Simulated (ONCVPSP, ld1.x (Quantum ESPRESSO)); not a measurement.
Potentials for lithium compared

Generated with ld1.x 7.5 (TM, RRKJ, ultrasoft, PAW), atompaw 4.2 or ONCVPSP 4.0.1. The cutoff is in Ry: for ld1.x and atompaw files where the sum of valence levels is converged to 10 mRy in a Bessel basis, for ONCV files where the hardest occupied wave has 1 mHa per electron of residual kinetic energy. The error is the largest all-electron minus pseudo excitation energy over each file’s own four to seven test configurations (ionisations up to +4, promotions, holes and added fractions of an electron), all of which were solved. The labels leave out finer settings (local radius, basis sizes, second energies), which also bear on the numbers. Spin-polarised tests are not counted. The rows are a selection from randomly drawn settings: files with unsolved tests, undetermined cutoffs or missed reference levels are left out.

```tsv
potential	cutoff (Ry)	largest error (meV)	bound ghosts
ONCV, revPBE, scalar-relativistic, rc 0.95/0.75 (sp), local smoothed, core correction no, reference 1s2 2s0.5, qcut 13.3/12.1, projectors 2/2	117	+408	none
ONCV, LDA (Perdew-Wang 92), scalar-relativistic, rc 1.05/1.05/1.10 (spd), local smoothed, core correction no, reference 1s2 2s1, qcut 10.1/8.4/7.6, projectors 2/2/3	82	+718	none
ONCV, PBE, scalar-relativistic, rc 0.90/0.90/0.75 (spd), local smoothed, core correction no, reference 1s2 2s1, qcut 17.6/7.9/11.4, projectors 2/2/2	157	+239	none
ONCV, PBEsol, scalar-relativistic, rc 1.05/4.00/3.45 (spd), local smoothed, core correction no, reference 1s2 2s0.5 2p0.5, qcut 8.7/2/2.5, projectors 2/1/2	71	+16	none
```

Task: Fill in the row for Li: RRKJ, PBE, scalar-relativistic, rc 3.35/4.20/3.75 (spd), local s, core correction yes, reference 2s1 2p0.

Result: cutoff 6 Ry, largest error -11 meV, bound ghosts: none.

Task: Fill in the row for Li: ONCV, PBE, scalar-relativistic, rc 1.25/1.25/1.25 (spd), local d, core correction no, reference 1s2 2s0.5, qcut 7.6/6.3/6.6, projectors 2/2/0.

Result: cutoff 55 Ry, largest error +1478 meV, bound ghosts: none.
